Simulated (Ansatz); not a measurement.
Reactions of AlCl2H3OSi (`[SiH3][O][Al]([Cl])[Cl]`).

Program: Ansatz. Geometries: PBE0-D4/def2-TZVP. ΔE: electronic, gas phase. CCSD(T)/CBS adds triple-zeta CCSD(T) − MP2 to the extrapolated MP2 energy (def2 sets, frozen cores). def2 core potentials past Kr. For I outer-core shells are correlated without core-valence functions, which leaves a few kJ/mol of doubt a bond. Each species was taken in one conformer, which may not be the lowest.

Order these by ΔE at CCSD(T)/CBS, lowest first. (An estimate is asked.)
A. `[SiH3][O][Al]([Cl])[Cl]` + HI → `[Cl][Al]([Cl])[I]` + silanol
B. `[SiH3][O][Al]([Cl])[Cl]` + `CB(C)C` → `CB(C)C[SiH3]` + `[OH][Al]([Cl])[Cl]`
C. `[SiH3][O][Al]([Cl])[Cl]` + `CO[SiH](Cl)I` → `[Cl][Al]([Cl])[I]` + `CO[SiH](Cl)O[SiH3]`
D. `[SiH3][O][Al]([Cl])[Cl]` + `BCSCF` → `FCSC[SiH3]` + `B[O][Al]([Cl])[Cl]`

C (-40.7 kJ/mol), D (-18.7 kJ/mol), A (+8.9 kJ/mol), B (+93.9 kJ/mol).

Largest T1 diagnostic: 0.012, for `FCSC[SiH3]`.
